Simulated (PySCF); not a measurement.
## Orbital picture of TeS

PBE0 at R = 2.226 Å; Te cc-pVTZ-PP with ECP28, S cc-pV(T+d)Z; scalar-relativistic core potentials (PySCF 2.14). State: ³Σ⁻ (triplet), unpaired electrons π ↑↑. Only the outer orbitals are listed, counted within each symmetry, core potentials removing the inner ones.

| spin | orbital | occ. | ε (eV) | on Te (%) | main shells (%) |
| --- | --- | --- | --- | --- | --- |
| α | 7σ | 1 | -21.10 | 34 | 63 S s, 30 Te s |
| α | 8σ | 1 | -16.75 | 65 | 62 Te s, 31 S s |
| α | 9σ | 1 | -9.98 | 45 | 51 S p, 40 Te p |
| α | 4π | 1 | -9.41 | 42 | 57 S p, 41 Te p |
| α | 4π | 1 | -9.41 | 42 | 57 S p, 41 Te p |
| α | 5π | 1 | -6.70 | 60 | 58 Te p, 40 S p |
| α | 5π | 1 | -6.70 | 60 | 58 Te p, 40 S p |
| α | 10σ | 0 | -1.13 | 70 | 62 Te p, 33 S p |
| α | 11σ | 0 | 2.48 | 106 | 99 Te s |
| α | 2δ | 0 | 4.82 | 92 | 92 Te d, 8 S d |
| β | 7σ | 1 | -20.30 | 37 | 58 S s, 31 Te s |
| β | 8σ | 1 | -15.36 | 62 | 59 Te s, 33 S s |
| β | 9σ | 1 | -9.50 | 46 | 50 S p, 38 Te p |
| β | 4π | 1 | -8.10 | 44 | 55 S p, 41 Te p |
| β | 4π | 1 | -8.10 | 44 | 55 S p, 41 Te p |
| β | 5π | 0 | -3.66 | 59 | 58 Te p, 40 S p |
| β | 5π | 0 | -3.66 | 59 | 58 Te p, 40 S p |
| β | 10σ | 0 | -0.68 | 71 | 64 Te p, 32 S p |

**Question.** Which are the highest filled and the lowest empty level, where do they sit, and how wide is the gap?

**Answer.** Highest filled α 5π at -6.70 eV (in %: 58 Te p, 40 S p); lowest empty β 5π at -3.66 eV (in %: 58 Te p, 40 S p); the gap at PBE0 is 3.04 eV. Both belong to one degenerate shell, split only by its one-sided filling, so this is no excitation gap.

```json
{"bond order (Mayer)": "2.05", "⟨S²⟩": "2.010", "charge on Te (Mulliken, basis-dependent)": "0.21", "charge on Te (Löwdin, basis-dependent)": "0.11", "dipole moment (positive dipole means Te(−)S(+))": "-1.62 D", "polarisability along the bond": "83.4 bohr³", "polarisability across the bond": "37.3 bohr³"}
```

Shares are Mulliken populations and can fall outside 0 to 100 %.

Spin–orbit coupling is left out. The state was picked by a PBE0 search and need not be the measured ground state.
